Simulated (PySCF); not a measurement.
# From computed data to an observable: oscillator strength and radiative lifetime

H2Te2, SMILES [TeH][TeH].

Coordinates come from a B3LYP-D3(BJ)/def2-TZVP optimisation. The def2 effective core potentials stand for the cores of Te; spin–orbit coupling is left out.

TDDFT-CAM-B3LYP/def2-SVPD in PySCF 2.14.0 puts the first singlet state with f over 0.02 at 6.01 eV (vertical), with the transition dipole (1.785, -0.186, 0.000) in atomic units.

Question: Find the oscillator strength, the wavelength and the radiative lifetime that this transition would have in vacuum if emission retraced absorption.

Answer: 
|μ|² = 3.2208 au, so |μ| = 4.56 D. ΔE = 6.01/27.211 = 0.2209 hartree. f = (2/3) ΔE |μ|² = 0.474 (the program prints 0.474).
λ = 1239.84/6.01 = 206 nm; ν = 48474 cm⁻¹.
Einstein's coefficient A = 0.6670 ν² f s⁻¹ (ν in cm⁻¹) = 7.4e8 s⁻¹, so τ = 1/A = 1.3 ns. This state is S7; the lower singlets have f = 0.005, 0.003, 0.008, 0.009, 0.013, 0.003. The figure is the radiative limit of this one transition; relaxation, internal conversion, crossing to triplets and a medium change what is measured.
